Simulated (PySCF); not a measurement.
## The third ionisation energy along the third row

Calculated with PySCF 2.14 from differences of total energies of unrestricted determinants, without spin-orbit coupling. Values in eV. The last column holds reference values (NIST; (s) semi-empirical, (t) theoretical, else measured). Unmarked ones compare directly (S terms, centres of terms, or small fine structure); those marked * lie between the lowest fine-structure levels and include a spin-orbit shift.

| element | configurations | UHF | MP2 (valence) | SCS-MP2 (valence) | CCSD (valence) | CCSD(T) (valence) | reference |
| --- | --- | --- | --- | --- | --- | --- | --- |
| Si (def2-SVP, non-relativistic) | [Ne] 3s2 → [Ne] 3s1 | 31.913 | 32.711 | 32.871 | 33.100 | 33.100 | 33.493 |
| S (def2-SVP, non-relativistic) | [Ne] 3s2 3p2 → [Ne] 3s2 3p1 | 34.073 | 34.383 | 34.300 | 34.404 | 34.412 | 34.86 ± 0.04 (s) * |
| Cl (def2-SVP, non-relativistic) | [Ne] 3s2 3p3 → [Ne] 3s2 3p2 | 38.927 | 39.355 | 39.191 | 39.265 | 39.266 | 39.8 ± 0.11 (s) * |
| Ar (def2-SVP, non-relativistic) | [Ne] 3s2 3p4 → [Ne] 3s2 3p3 | 39.439 | 39.938 | 39.958 | 39.940 | 39.947 | 40.735 ± 0.012 (s) * |

"Valence" correlates the outer s and p shells and, in groups 3 to 12 and the f block, the outer d or f shell, open or full, or the next shell where the ion has no valence electron left; the wider scheme adds the next inner shell.
